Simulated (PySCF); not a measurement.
A GIAO shielding run with PySCF 2.14.0 with density-fitted response routines (density fitting, non-relativistic, gas phase) on `CC(C)([SiH3])CC[SiH3]`, C5H16Si2:

```
$ OMP_NUM_THREADS=1 python probes_run.py task.json out

{"job": {"kind": "nmr", "xc": "PBE0", "basis": "pcSseg-1"}, "charge": 0, "multiplicity": 1}
C     -1.172882    -1.173619    -1.040855
C     -0.969073    -0.058049    -0.013847
C     -1.327860     1.281552    -0.659931
Si    -2.126159    -0.364627     1.487207
C      0.485866    -0.044305     0.490361
C      1.563919     0.189386    -0.568184
Si     3.313640     0.184676     0.172998
H     -0.861122    -2.134232    -0.634625
H     -2.222349    -1.247164    -1.320846
H     -0.602134    -0.983923    -1.949208
H     -1.128510     2.105570     0.022904
H     -0.755892     1.446318    -1.572369
H     -2.383519     1.306975    -0.924662
H     -1.948209     0.707454     2.468401
H     -1.799188    -1.653716     2.099718
H     -3.516697    -0.380770     1.027316
H      0.687525    -0.999771     0.983531
H      0.577446     0.733674     1.254046
H      1.388074     1.143547    -1.067431
H      1.497789    -0.582122    -1.336965
H      3.576116    -1.107967     0.809720
H      4.290639     0.412893    -0.894021
H      3.427828     1.245205     1.176821
```

Hardware: 1 thread of an Intel Xeon, shared host. The job also computes population analyses, field gradients.

Problem. How large is the calculation?

Solution. 74 electrons, 213 basis functions and 1149 auxiliary functions.

Problem. How long does it take, and how much memory does it need?

Solution. 2.3 min of wall time, with 13 SCF cycles and 4 response iterations; peak memory 1.1 GiB. Times on a shared host scatter by some tens of per cent.
